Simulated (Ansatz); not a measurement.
Ideal-gas functions of ClHOS2W (`[OH][W](=[S])(=[S])[Cl]`) at 800 K and 1 bar, from an Ansatz frequency run at PBE0-D4/def2-TZVP.

Molar mass 300.43 g/mol, point group C1 (symmetry number 1), electronic degeneracy 1, moments of inertia 299.298, 332.075, 415.436 u Å². Harmonic wavenumbers (cm⁻¹, unscaled): 141, 146, 182, 190, 219, 336, 414, 560, 568, 641, 744, 3874.

Use S(trans) = R[1.5 ln M + 2.5 ln T − 1.1517]; rotational temperatures θ = 24.2544 K / I; S(rot) = R[ln(√π/σ · √(T³/θAθBθC)) + 1.5]; for each mode x = 1.438777 ν̃/T, S = R[x/(eˣ − 1) − ln(1 − e⁻ˣ)] and H = RT x/(eˣ − 1); 1 cm⁻¹ = 0.0119627 kJ/mol; R = 8.31446 J/(mol·K).

Question: By hand: the entropy, in J/(mol·K).

Answer: Translation 200.5. Rotation: θ = 0.081, 0.073, 0.0584 K, giving 133.7. Vibration, mode by mode: 19.74, 19.46, 17.64, 17.28, 16.11, 12.63, 10.96, 8.60, 8.49, 7.58, 6.49, 0.06, in all 145.0. Electronic 0.0. Sum 479.2 J/(mol·K).

Question: By hand: H − E and G − E in kJ/mol, counted from the electronic energy.

Answer: Zero-point energy ½ × 8015 × 0.0119627 = 47.9; thermal vibration 52.0; translation, rotation and pV give 4 RT = 26.6. H − E = 126.5 kJ/mol, and G − E = 126.5 − 800 × 479.2/1000 = -256.9 kJ/mol.

Vibration gives 30 % of the entropy, 39.2 J/(mol·K) of it from the modes under 150 cm⁻¹: soft modes count most, and the harmonic formula is weakest for them. The sum counts one conformer and one mirror image; others add a mixing term.
